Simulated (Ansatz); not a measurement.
```json
{"atom": "H", "x (Å)": "0.3700", "y (Å)": "0.0000", "z (Å)": "4.3000"}
{"atom": "H", "x (Å)": "-0.3700", "y (Å)": "0.0000", "z (Å)": "4.3000"}
{"atom": "H", "x (Å)": "0.3700", "y (Å)": "0.0000", "z (Å)": "0.0000"}
{"atom": "H", "x (Å)": "-0.3700", "y (Å)": "0.0000", "z (Å)": "0.0000"}
```

RHF on singlet H4 in separate pieces was run in several spherical basis sets with Ansatz (development build ahead of 0.2.0).

Question: Rank the basis sets by the total energy that they give, lowest first, with the distance from the lowest.
A. cc-pVDZ
B. def2-SVP
C. 6-31G

Answer: B (0.00 eV), A (0.01 eV), C (0.12 eV).
